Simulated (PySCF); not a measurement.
InCl₂: from structure and modes to constants

These are results of PySCF, UPBE0, basis In def2-TZVP with ECP28, Cl def2-TZVP (scalar-relativistic core potentials, no spin–orbit coupling, density fitting), not measurements.

The doublet minimum has C2v symmetry. Masses (u): In 114.90388, Cl 34.96885.

```xyz
3
charge 0 multiplicity 2, angstrom
In   -0.4542    0.0000    0.0000
Cl    0.7316    0.0000    2.0328
Cl    0.7316    0.0000   -2.0328
```

Harmonic wavenumbers (cm⁻¹): 82.9 (a1, ×1), 321.7 (a1, ×1), 350.9 (b2, ×1).

(1) Find the principal moments of inertia and the rotational constants. What kind of rotor is it?

(2) What is the harmonic zero-point energy?

(3) Find the vibrational entropy and heat capacity at 298.15 K.

(4) Give the standard entropy (298.15 K, 1 bar) by its translational, rotational, vibrational and spin parts, and Cp.

## Answers

(1) About the centre of mass I = 61.133, 289.01, 350.14 u Å². With B = 16.8576/I this gives 0.2758, 0.05833, 0.04814 cm⁻¹. The molecule is an asymmetric top with κ = -0.91.

(2) Half the sum of all 3 wavenumbers, 755/2 = 378 cm⁻¹, which is 4.5 kJ/mol (1 cm⁻¹ = 0.0119627 kJ/mol).

(3) With u = 1.43878 ω/T, each mode gives S = R[u/(eᵘ−1) − ln(1−e⁻ᵘ)] and C = R u² eᵘ/(eᵘ−1)².
```json
{"ω (cm⁻¹)": "82.9", "u": "0.400", "S (J/(mol K))": "15.99", "C (J/(mol K))": "8.20"}
{"ω (cm⁻¹)": "321.7", "u": "1.552", "S (J/(mol K))": "5.45", "C (J/(mol K))": "6.83"}
{"ω (cm⁻¹)": "350.9", "u": "1.693", "S (J/(mol K))": "4.86", "C (J/(mol K))": "6.58"}
```
The sums over all modes are S = 26.3 and C = 21.6 J/(mol K); the softest mode gives 61 % of the entropy.

(4) Sackur–Tetrode with M = 184.84 u gives 174.0; rotation with symmetry number 2 gives 107.8; vibration 26.3; spin R ln 2 = 5.8. The total is 313.8 J/(mol K), and Cp = 4 R + 21.6 = 54.9 J/(mol K).

Other isomers or separated fragments may lie lower. With an element this heavy the missing spin–orbit coupling can shift these numbers.
